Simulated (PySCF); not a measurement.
From computed data to an observable: entropy of an ideal gas

Be₂H₂, SMILES [BeH][BeH].

Geometry optimised at PBE0-D3(BJ)/def2-TZVPD.

PBE0-D3(BJ)/def2-TZVPD (PySCF) gives the harmonic wavenumbers 406, 406, 573, 573, 634, 2069, 2094 cm⁻¹ and the rotational temperature 0.7698 K. The molar mass is 20.04 g/mol, the symmetry number 2, the spin multiplicity 1.

Work out the entropy at 298.15 K and 1 atm in the rigid-rotor, harmonic-oscillator model.


Translation (Sackur–Tetrode at 1 atm): S = R[1.5 ln M + 2.5 ln T − 1.16487] = 146.1 J/(mol K).
Rotation: q = T/(σ θ) = 194, S = R[ln q + 1] = 52.1 J/(mol K).
Vibration: with u = 1.4388 ν/T, each mode gives R[u/(e^u − 1) − ln(1 − e^−u)]:
```
ν (cm⁻¹)  modes     u  S (J/(mol K))
--------  -----  ----  -------------
406           2  1.96           7.87
573           2  2.77           4.17
634           1  3.06           1.65
```
The stiffer modes add less than 0.005 each. Sum 13.7 J/(mol K).
Spin: R ln 1 = 0.0 J/(mol K).
Total 211.9 J/(mol K); the program's own thermochemistry gives 211.9. Translation makes up 69 % and vibration 6 %. Anharmonicity, hindered rotation and orbital degeneracy are left out.
